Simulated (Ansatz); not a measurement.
Ansatz (a quantum-chemistry and plane-wave program) input for C₂V, SMILES [C]1[C][V]1 (connectivity only; charge and spin as stated), neutral, multiplicity 4, PBE/def2-TZVPD. Geometry optimised at B3LYP-D3(BJ)/def2-TZVP. The multiplicity is an assumed one; other spin states were not compared.

Ansatz 0.2 input:
```yaml
crystal:
  periodic: [false, false, false]
  atoms:
    - {symbol: V, position_ang: [0.00000000, -0.00000000, 0.62476238]}
    - {symbol: C, position_ang: [0.00000000, 0.64358159, -1.19746121]}
    - {symbol: C, position_ang: [0.00000000, -0.64358159, -1.19746122]}
basis:
  gaussian:
    orbitals: def2-TZVPD
hamiltonian:
  xc: {name: PBE}
magnetization: {spin_polarized: true, initial_magnetization: 3}
```

Output:

```
WARN ansatz: RAYON_NUM_THREADS=1 ignored (pool sized by the plan → 1); use --threads N
Functional definition: PBE
integrals: 0.04 GiB planned
801 factors; their error is unknown
mean field: 0.43 GiB planned
mean field evaluation 1: about -27734.2966 eV, gradient 5.1e1 eV
mean field evaluation 2: about -27485.3065 eV, gradient 1.9e2 eV
mean field evaluation 4: about -27738.0034 eV, gradient 5.9e1 eV
mean field evaluation 8: about -27748.5516 eV, gradient 1.2e0 eV
mean field evaluation 16: about -27748.5495 eV, gradient 8.2e-3 eV
mean field evaluation 32: about -27748.5493 eV, gradient 1.7e-1 eV
mean field evaluation 64: about -27747.8378 eV, gradient 9.2e-1 eV
mean field evaluation 96: about -27747.8108 eV, gradient 1.6e0 eV
mean field evaluation 128: about -27746.7964 eV, gradient 4.0e0 eV
mean field -27748.54952472 eV, -1019.7403863910 hartree, gradient 5.0e-5 eV, S^2 3.817260; 12 other end points of the search recorded, 0 dependent functions left out
reference -27748.54957015 eV, -1019.7403880605 hartree; 19, 16 occupied and 103, 106 virtual orbitals, 801 factors
Total energy: -27748.54957015 eV, -1019.7403880605 hartree
```

The calculation finished and met its thresholds.
